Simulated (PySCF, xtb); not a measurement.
CH₉ClN₂Si₂, SMILES C[Si@@](N)(Cl)[SiH2]N.

GFN2-xTB in xtb 6.7.1 at its own geometry gives an orbital gap of 4.28 eV and a dipole moment of 3.86 D.

The structure is a stationary point at r2SCAN-D4/def2-SVP. The structure was generated by enumeration; whether it is a known compound was not checked. Other conformers were not sampled.

Task: What does CAM-B3LYP/def2-TZVP (PySCF) give? (The exact figures need the calculation; the answer reports its results.)

Result: gap 9.04 eV (levels -8.21 and 0.83 eV), dipole 2.99 D.
